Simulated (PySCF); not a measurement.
**NaCd and its ions**

UHF-MP2; Na cc-pVDZ, Cd cc-pVDZ-PP with ECP28; scalar-relativistic core potentials (PySCF 2.14). Neutral (UHF): doublet (σ ↑), Re = 4.111 Å, ωe = 28.9 cm⁻¹, De = 0.03 eV.

NaCd⁺ (RHF): singlet (closed shell), Re = 3.199 Å, ωe = 113 cm⁻¹, De = 0.38 eV to Na⁺ + Cd. The energies at the minima are -329.18748 hartree for NaCd and -329.01790 for NaCd⁺.

(1) Work out the adiabatic ionisation energy, without and with harmonic zero-point energies (1 hartree = 27.2114 eV, 1 eV = 8065.5 cm⁻¹), and the change of the bond length.

Correlated steps freeze 1 core orbital. Weak bonds: NaCd, NaCd⁺. Basis-set superposition, not corrected here, can be much of De in a small basis, most of all at correlated wavefunction levels. For an ion De counts to the pair picked by the measured ionisation energies or electron affinities, which need not be the lowest pair at this level. States were picked by a PBE0 search and need not be the measured ground states.

Neutral and ion stand on different kinds of reference determinant, which adds to the error of the difference.

Answers

(1) At MP2: 0.16958 hartree = 4.615 eV between the minima; the zero-point term (113.0 − 28.9)/2 cm⁻¹ = +0.005 eV makes it 4.620 eV. Re changes by -91.2 pm against the neutral. The electron leaves a σ orbital, and the shorter bond of the ion fits an antibonding orbital, or a change in how ionic the bond is.
